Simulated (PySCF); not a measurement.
C3H7BO.
Cartesian coordinates in Å at the PBE0-D3(BJ)/def2-SVP level; atoms count from 1:
```xyz
12
C3H7BO angstrom
C      2.5758   -0.0254    0.1560
C      1.3899   -0.6510    0.1962
B      0.0578    0.1397    0.1135
O     -1.1119   -0.5286    0.1522
C     -2.3602    0.1056    0.0739
H      2.6341    1.0656    0.0659
H      3.5320   -0.5578    0.2093
H      1.3740   -1.7448    0.2861
H      0.0534    1.3544    0.0121
H     -2.9103   -0.2727   -0.8019
H     -2.9484   -0.1290    0.9748
H     -2.2574    1.2001   -0.0127
```

Computed with PySCF, PBE0-D3(BJ)/def2-SVP geometry optimisation, gas phase.

Take the most abundant isotopes and a rigid rotor. The values belong to one conformer with, in the numbering `[CH2:1]=[CH:2][BH:3][O:4][CH3:5]`, C1–C2–B3–O4 180°, C2–B3–O4–C5 180°.

Problem. What are A, B and C (MHz)?

Solution. Ia = 16.89, Ib = 235.28, Ic = 248.97 u·Å²; 505379 MHz·u·Å²/I gives A = 29919, B = 2148, C = 2030 MHz.

Problem. Classify the top.

Solution. A near-prolate asymmetric top; Ray's κ = -0.992.

Problem. Is it planar, by Δ = Ic − Ia − Ib?

Solution. Not planar: Δ = Ic − Ia − Ib = -3.21 u·Å². For a rigid frame Δ = −2 Σ m c², so Σ m c² = 1.60 u·Å² lies off the ab plane, practically all of it from hydrogen. The atom farthest from that plane is 0.90 Å away.

Problem. Where do the levels up to J = 3 lie, in K?

Solution. Above 0(0,0), as E/k:
J = 1: 1(0,1) 0.201, 1(1,1) 1.533, 1(1,0) 1.539
J = 2: 2(0,2) 0.602, 2(1,2) 1.929, 2(1,1) 1.946, 2(2,1) 5.944, 2(2,0) 5.944
J = 3: 3(0,3) 1.203, 3(1,3) 2.522, 3(1,2) 2.556, 3(2,2) 6.546, 3(2,1) 6.546, 3(3,1) 13.224, 3(3,0) 13.224
The levels of one J sum to (2J + 1)J(J + 1)(A + B + C)/3.

Problem. Predict some low-J microwave lines.

Solution. The dipole components are |μa| = 0.79 D, |μb| = 0.47 D, |μc| = 0.00 D; the mirror of this Cs structure is the ab plane, so μc vanishes by symmetry (the 0.01 D computed is a residue) and there are no c-type lines. Intensities carry the squares of the components, which stand as 1.00 : 0.35 (a : b). Some lines, for components of 0.1 D or more:

```json
{"type": "a", "branch": "Q", "J(Ka,Kc)": "2(1,1) ← 2(1,2)", "MHz": "354", "lower level (cm⁻¹)": "1.340"}
{"type": "a", "branch": "R", "J(Ka,Kc)": "1(0,1) ← 0(0,0)", "MHz": "4178", "lower level (cm⁻¹)": "0.000"}
{"type": "a", "branch": "R", "J(Ka,Kc)": "2(1,2) ← 1(1,1)", "MHz": "8238", "lower level (cm⁻¹)": "1.066"}
{"type": "a", "branch": "R", "J(Ka,Kc)": "2(0,2) ← 1(0,1)", "MHz": "8355", "lower level (cm⁻¹)": "0.139"}
{"type": "a", "branch": "R", "J(Ka,Kc)": "2(1,1) ← 1(1,0)", "MHz": "8474", "lower level (cm⁻¹)": "1.070"}
{"type": "b", "branch": "Q", "J(Ka,Kc)": "1(1,0) ← 1(0,1)", "MHz": "27889", "lower level (cm⁻¹)": "0.139"}
{"type": "b", "branch": "Q", "J(Ka,Kc)": "2(1,1) ← 2(0,2)", "MHz": "28008", "lower level (cm⁻¹)": "0.418"}
{"type": "b", "branch": "Q", "J(Ka,Kc)": "2(2,0) ← 2(1,1)", "MHz": "83313", "lower level (cm⁻¹)": "1.352"}
{"type": "b", "branch": "Q", "J(Ka,Kc)": "2(2,1) ← 2(1,2)", "MHz": "83667", "lower level (cm⁻¹)": "1.340"}
{"type": "b", "branch": "R", "J(Ka,Kc)": "2(2,1) ← 1(1,0)", "MHz": "91787", "lower level (cm⁻¹)": "1.070"}
{"type": "b", "branch": "R", "J(Ka,Kc)": "2(2,0) ← 1(1,1)", "MHz": "91905", "lower level (cm⁻¹)": "1.066"}
```

Problem. Estimate the classical rotational partition function at 50 K, 100 K and 500 K.

Solution. Point group Cs, symmetry number σ = 1; q = (√π/σ)·√((kT/h)³/(ABC)), k/h = 20836.6 MHz/K: 5220 at 50 K, 14800 at 100 K, 165000 at 500 K.

Not checked by PBE0-D3(BJ)/def2-SVP frequencies. Constants of a rigid frame at the computed geometry: no zero-point averaging, no centrifugal distortion. A rigid rotor knows nothing of internal rotation, which can split or shift real lines. Quadrupole hyperfine structure (11B) is left out.
